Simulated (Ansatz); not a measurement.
Coupled-cluster diagnostics for the cluster TiO4H4, Ansatz.

Geometry of the singlet (PBE-D4/def2-SVP):

```csv
atom,x (Å),y (Å),z (Å)
Ti1,-0.337,-0.407,-0.355
O2,-1.869,0.168,-0.246
O3,-0.196,-2.229,-0.549
O4,0.901,0.762,0.996
O5,0.219,-1.795,0.778
H6,-0.569,1.183,-1.765
H7,0.386,1.260,1.662
H8,1.286,-0.011,1.471
H9,0.179,1.070,-1.991
```

Correlated methods freeze 9 core orbitals; core or outer-core shells of Ti are correlated, in sets that lack core-valence functions. The structure holds one bond between oxygen atoms, so isomers without such links may lie far lower. In the singlet, H6 and H9 lie 0.79 Å apart (atoms count from 1), so H2 has formed as a molecule. Another isomer (singlet) lies 1.25 eV lower at PBE0-D4/def2-TZVP; other spin states weren't run for this one.

Task: Estimate the CCSD(T) correlation energy, the shares of MP2 and (T), T1 and the reference's ⟨S²⟩ for: charge 0, singlet, own geometry in def2-TZVP; and the rough time on 2 threads of Arm Neoverse V1 on a shared host.

Result: 
```tsv
state	basis	correlation (eV)	MP2 share (%)	(T) share (%)	T1	⟨S²⟩ (pure)	wall time
charge 0, singlet, own geometry	def2-TZVP	-40.157	97.2	5.4	0.030	0.00 (0.00)	3.8 min
```
Customary marks for T1 are 0.02 (closed shells), 0.045 (open shells) and about 0.05 (3d metals). T1 exceeds 0.02 in 1 of 1 rows and 0.045 in 0; the higher it lies, the less the single-reference result can be trusted.
